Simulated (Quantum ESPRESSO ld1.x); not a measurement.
La4+, configuration [Kr] 4d10 5s2 5p4 5d1 (not the ground configuration).

Calculated with ld1.x of Quantum ESPRESSO 7.5: scalar-relativistic Kohn-Sham, PBE, spin-unpolarised, spherical densities, point nucleus.

Energy parts (hartree):
| part | energy |
|---|---|
| total | -8489.252 |
| kinetic | 8980.315 |
| electron-nucleus | -20467.039 |
| Hartree | 3199.296 |
| exchange-correlation | -201.824 |

Orbitals (lengths in bohr, moments of r in powers of bohr):
| orbital | occ. | eigenvalue (hartree) | <r^4> |
|---|---|---|---|
| 1s | 2 | -1425.66 | 1.917e-06 |
| 2s | 2 | -228.219 | 0.0003185 |
| 2p | 6 | -204.693 | 0.0002326 |
| 3s | 2 | -49.9930 | 0.01307 |
| 3p | 6 | -42.4816 | 0.01366 |
| 3d | 10 | -31.6933 | 0.01145 |
| 4s | 2 | -11.2767 | 0.3372 |
| 4p | 6 | -8.83205 | 0.4423 |
| 4d | 10 | -5.29273 | 0.7418 |
| 5s | 2 | -2.80134 | 9.171 |
| 5p | 4 | -2.15009 | 15.01 |
| 5d | 1 | -1.29099 | 43.30 |

The highest occupied level is 5d at -35.130 eV. The density falls to 0.001 e/bohr^3 at r = 3.54 bohr. Summed over all electrons, <r^2> = 35.94 bohr^2, which gives a Langevin (diamagnetic) susceptibility term of -28.5 x 10^-6 cm^3/mol.
